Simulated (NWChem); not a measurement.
System: C$_{2}$H$_{4}$I cation

```xyz
7

C     -0.3426     2.4549     0.0000
C      0.5391     1.3154     0.0000
I     -0.0015    -0.5892     0.0000
H     -0.0602     3.0973     0.8641
H     -0.0602     3.0973    -0.8641
H     -1.4166     2.2366     0.0000
H      1.6274     1.4824     0.0000
```
Atoms are numbered in this order, from 1.

Computed with NWChem. Geometry: optimised at PBE0/def2-SVP. def2 effective core potentials on I; no spin-orbit coupling. Static field.

**Question.** Estimate the computed values for B3LYP/def2-SVPD. Quantities: isotropic polarisability (bohr³); anisotropy (bohr³).

**Answer.** The isotropic polarisability (bohr³) is 54.1 and the anisotropy (bohr³) comes out as 39.5.
